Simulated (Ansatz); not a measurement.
Two isomers of CH2BClOS: A = `OB(Cl)C=S`, B = `O=CB(S)Cl`.

Gas-phase electronic energies from Ansatz, PBE0-D4/def2-TZVP geometries. CBS: MP2 limit from def2 TZ/QZ plus the TZ coupled-cluster correction, frozen cores. DFT in def2-TZVPP. Each species was taken in one conformer, which may not be the lowest.

Which isomer does CCSD(T)/CBS put lower? Give the gap. (Best estimate.)

The calculation gave: A, by 91.7 kJ/mol.

Give E(B) − E(A) in kJ/mol with B2PLYP, ωB97M-V, CCSD(T)/def2-SVP, LDA (SPW92), CCSD/def2-TZVPP, BLYP-D4, HF/def2-TZVPP. (Estimate.)

Ansatz gave: B2PLYP 85.8, ωB97M-V 85.2, CCSD(T)/def2-SVP 77.1, LDA (SPW92) 87.5, CCSD/def2-TZVPP 87.3, BLYP-D4 76.3, HF/def2-TZVPP 80.1. None reverses the order clearly.

Does the order hold for the free energy at 298.15 K (harmonic terms from PBE0-D4)? (Best estimate.)

Computed: Yes: G(B) − G(A) = +80.0 kJ/mol, for one conformer each. Modes under 60 cm⁻¹, often nearly free rotors, make the harmonic entropy too high.

Largest T1 diagnostic: 0.015.

From BLYP to BHLYP (50 % exact exchange), in def2-TZVPP and without D4, E(B) − E(A) moves by +9.4 kJ/mol. At CCSD(T), def2-SVP lies −14.6 kJ/mol from the extrapolated value and def2-TZVPP −3.0 kJ/mol.
